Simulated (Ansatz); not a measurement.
Total energies of C3H7BO (`CC1CB1O`).

```xyz
12

C     0.652    0.968    1.109
C     0.646   -0.047   -0.007
C    -0.447   -1.182    0.014
B    -0.429   -0.118   -1.076
O    -0.978    0.441   -2.165
H     1.241    1.848    0.839
H    -0.360    1.315    1.335
H     1.070    0.551    2.031
H     1.635   -0.423   -0.266
H    -0.101   -2.197   -0.160
H    -1.175   -1.123    0.822
H    -1.755   -0.033   -2.477
```

Charge 0, multiplicity 1. The geometry is a stationary point of PBE0-D4/def2-TZVP. It is one conformer, not always the lowest. Basis def2-TZVPP, Ansatz.

RPA on PBE orbitals: Hartree–Fock energy of these orbitals -217.26849 Eh, correlation -1.38072 Eh (frozen core).

```tsv
functional	energy without D4 (Eh)	D4 term (kJ/mol)
LDA (SPW92)	-216.75920	–
PBE	-218.40927	-19.3
revPBE	-218.62855	-65.8
BLYP	-218.60346	-43.2
r2SCAN	-218.56771	-4.9
B97M-V	-218.69208	–
r2SCAN0	-218.54658	-5.6
HSE06 (plane-wave form)	-218.42296	-14.9
BHLYP	-218.57105	-21.4
LC-ωPBE	-218.55817	–
ωB97X-V	-218.63236	–
ωB97M-V	-218.59773	–
B2PLYP	-218.50819	–
PBE-QIDH	-218.40293	–
```

Give the same for PBE0, B3LYP, r2SCANh, CAM-B3LYP. (Best estimate.)

The calculation gave: 
```
functional  energy without D4 (Eh)  D4 term (kJ/mol)
      PBE0              -218.43559             -16.2
     B3LYP              -218.70809             -30.8
   r2SCANh              -218.55888              -5.1
 CAM-B3LYP              -218.58632             -16.1
```

B3LYP takes the VWN-RPA correlation (the form of Gaussian; ORCA's B3LYP/G). HSE06 is the plane-wave form, built on full-range PBE exchange. The double hybrids freeze the cores in their second-order part.

LC-ωPBE has ω = 0.4 bohr⁻¹.
